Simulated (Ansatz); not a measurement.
Gas-phase electronic energies from Ansatz, PBE0-D4/def2-TZVP geometries. CCSD(T)/CBS adds triple-zeta CCSD(T) − MP2 to the extrapolated MP2 energy (def2 sets, frozen cores). This one scheme is used for every species. Functionals use def2-TZVPP. One conformer a species, not always the lowest.

`[BH2][Al]([CH2]F)[O]C` + `OBF` → `BOBF` + `C[O][AlH][CH2]F`  (cleavage of the B–Al bond)

`[BH2][Al]([CH2]F)[O]C`:

Cartesian coordinates in Å:
```
B -0.879 -1.981 1.658
Al -0.258 -0.339 0.462
C -0.647 1.566 0.899
F -0.117 2.433 -0.068
O 0.613 -0.708 -0.931
C 1.218 -0.040 -2.000
H -0.209 -2.428 2.547
H -1.933 -2.533 1.505
H -1.725 1.766 0.964
H -0.230 1.864 1.870
H 0.774 -0.370 -2.946
H 2.286 -0.277 -2.033
H 1.107 1.047 -1.927
```

`OBF`:

```xyz
5

O    -0.283   -0.642   -0.718
B    -0.165    0.213    0.312
F     1.021    0.733    0.621
H     0.550   -0.814   -1.170
H    -1.124    0.510    0.955
```

`BOBF`:

Cartesian coordinates in Å:
```
B 1.063 -0.209 0.585
O -0.289 -0.039 0.611
B -1.063 0.196 -0.485
F -2.357 0.339 -0.291
H 1.652 -0.153 -0.458
H 1.611 -0.409 1.628
H -0.617 0.276 -1.590
```

`C[O][AlH][CH2]F`:

Cartesian coordinates in Å:
```
C 0.834 0.996 -1.487
O 1.228 -0.037 -0.630
Al 0.578 -0.919 0.640
C -1.266 -0.570 1.280
F -1.880 0.455 0.547
H 0.884 0.656 -2.527
H 1.514 1.847 -1.381
H -0.185 1.340 -1.284
H 1.486 -2.030 1.300
H -1.905 -1.460 1.203
H -1.288 -0.279 2.338
```

CCSD(T)/CBS gives -144.8 kJ/mol.

(1) Another level gave -138.7 kJ/mol. Which?
A. CCSD/def2-TZVPP
B. PBE0-D4/def2-TZVPP
C. SCS-MP2/def2-TZVPP
D. HF/def2-TZVPP

Largest T1 diagnostic among the species: 0.013.

Results:

(1) B. PBE0-D4 -138.7, SCS-MP2/def2-TZVPP -151.8, CCSD/def2-TZVPP -145.0, HF/def2-TZVPP -159.5 kJ/mol.

From PBE to PBE0 (25 % exact exchange), in def2-TZVPP and without D4, ΔE moves by −3.3 kJ/mol. In def2-TZVPP, CCSD(T) changes the Hartree–Fock value by +15.1 kJ/mol (the triples alone add +0.5 kJ/mol) and MP2 by +8.0 kJ/mol.
